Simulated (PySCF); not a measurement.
## Working out the ionisation energy of N²⁺

N²⁺ [He] 2s2 2p1 (2P) → N³⁺ [He] 2s2 (1S). All numbers are calculated (PySCF 2.14, the spin-free X2C one-electron Hamiltonian (Gaussian nucleus), in x2c-TZVPPall (5s3p2d1f, 31 functions)). Frozen: nothing. Energies in hartree (1 hartree = 27.21139 eV):

```json
{"part": "UHF", "N²⁺ (lower)": "-52.848339", "N³⁺ (upper)": "-51.110369"}
{"part": "MP2 opposite-spin", "N²⁺ (lower)": "-0.067598", "N³⁺ (upper)": "-0.064647"}
{"part": "MP2 same-spin", "N²⁺ (lower)": "-0.004211", "N³⁺ (upper)": "-0.000346"}
```

Problem. What does Hartree-Fock give?

Solution. (-51.110369) − (-52.848339) = 1.737970 hartree = 47.293 eV.

Problem. What do MP2 and SCS-MP2 (6/5 opposite-spin, 1/3 same-spin) give?

Solution. The opposite-spin parts differ by 0.080 eV and the same-spin parts by 0.105 eV. MP2: 47.293 + (0.080) + (0.105) = 47.478 eV. SCS-MP2: 47.293 + 1.2 × (0.080) + (0.105)/3 = 47.424 eV.

A first-order spin-orbit estimate adds 0.015 eV to MP2 (valence and next inner shell), giving 47.493 eV against 47.445 eV (semi-empirical (NIST evaluation); NIST Atomic Spectra Database, ionization energies).

What remains against the reference includes basis incompleteness and correlation beyond second order.
